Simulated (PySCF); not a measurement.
## Diatomics of Li with group 12

PBE0 with double-zeta basis sets in PySCF, for the lowest determinant that a PBE0 search found; no spin–orbit coupling. De refers to high-spin ground-configuration atoms. A positive dipole means M(−)Li(+).

```csv
M,basis,state (unpaired electrons),Re (Å),ωe (cm⁻¹),De (eV),μ (D)
Zn,def2-SVPD,doublet (σ ↑),2.885,188,0.25,0.28
Cd,def2-SVP,doublet (σ ↑),3.088,146,0.17,0.48
Hg,def2-SVP,doublet (σ ↑),3.176,111,0.10,0.05
```

The shortest bond is that of LiZn (2.885 Å), the longest that of LiHg (3.176 Å).

The rows differ in basis set, which adds steps of its own.

Down a group the atoms grow and get heavier, so bonds lengthen and wavenumbers fall; this series shows no clear exception.

Weak bonds: LiCd, LiHg, LiZn. Basis-set superposition, not corrected here, can be much of De in a small basis, most of all at correlated wavefunction levels. Functionals without a dispersion term scatter widely for such bonds, and LDA overbinds them. Spin–orbit coupling is left out. States were picked by a PBE0 search and need not be the measured ground states.
